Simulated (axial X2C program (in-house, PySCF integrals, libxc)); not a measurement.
## Which molecule gave these maps?

PBE0 fields computed with an axial X2C code built on PySCF integrals, two-component, near the equilibrium distance, one atom at z = 0.

The maps cover the half plane through the axis: z from -2.4 to 3.6 Å along the bond, ρ from 0.15 to 2.25 Å away from it.

log10 of the density in e/bohr³:

```
 ρ\z  -2.4  -1.8  -1.2  -0.6   0.0   0.6   1.2   1.8   2.4   3.0   3.6
0.15  -3.3  -2.3  -1.4  -0.1   1.8  -0.1  -0.4   0.6  -0.7  -2.0  -3.3
0.45  -3.4  -2.4  -1.5  -0.5   0.4  -0.6  -0.7  -0.3  -1.0  -2.2  -3.4
0.75  -3.5  -2.5  -1.7  -1.0  -0.6  -1.1  -1.1  -0.9  -1.5  -2.5  -3.6
1.05  -3.7  -2.8  -2.0  -1.5  -1.3  -1.5  -1.6  -1.5  -2.0  -2.8  -3.9
1.35  -3.9  -3.1  -2.4  -1.9  -1.8  -1.9  -2.0  -2.1  -2.5  -3.3  -4.2
1.65  -4.2  -3.4  -2.8  -2.4  -2.2  -2.4  -2.5  -2.7  -3.1  -3.7  -4.5
1.95  -4.6  -3.8  -3.2  -2.9  -2.7  -2.8  -3.0  -3.2  -3.6  -4.1  -4.8
2.25  -5.0  -4.2  -3.7  -3.4  -3.2  -3.3  -3.5  -3.7  -4.0  -4.6  -5.2
```

Electron localisation function (collinear form, no current term, damped to 0 at low density):

```
 ρ\z  -2.4  -1.8  -1.2  -0.6   0.0   0.6   1.2   1.8   2.4   3.0   3.6
0.15  0.23  0.88  0.75  0.54  0.76  0.51  0.79  0.34  0.90  0.49  0.05
0.45  0.17  0.87  0.79  0.35  0.77  0.27  0.76  0.81  0.86  0.42  0.03
0.75  0.08  0.82  0.84  0.33  0.35  0.20  0.67  0.79  0.72  0.29  0.01
1.05  0.03  0.69  0.85  0.56  0.28  0.31  0.52  0.58  0.46  0.14  0.00
1.35  0.00  0.41  0.79  0.70  0.46  0.37  0.37  0.32  0.20  0.04  0.00
1.65  0.00  0.10  0.57  0.63  0.45  0.28  0.23  0.15  0.06  0.01  0.00
1.95  0.00  0.01  0.20  0.35  0.26  0.15  0.11  0.05  0.01  0.00  0.00
2.25  0.00  0.00  0.02  0.08  0.07  0.05  0.03  0.01  0.00  0.00  0.00
```

Question: Which molecule is it?
A. SbO⁺
B. SbCl⁺
C. InBr⁺
D. InCl⁺

Answer: A. SbO⁺, with Sb at z = 0 and O at z = 1.759 Å, state Ω = 0 (closed shell), basis Sb dyall-cv3z [11s12p8d4f1g], O dyall-av3z [7s6p3d2f] (cores contracted in-house). The state is one determinant whose occupation by symmetry is held fixed; it was picked as the lowest of a PBE0 search that is not exhaustive.
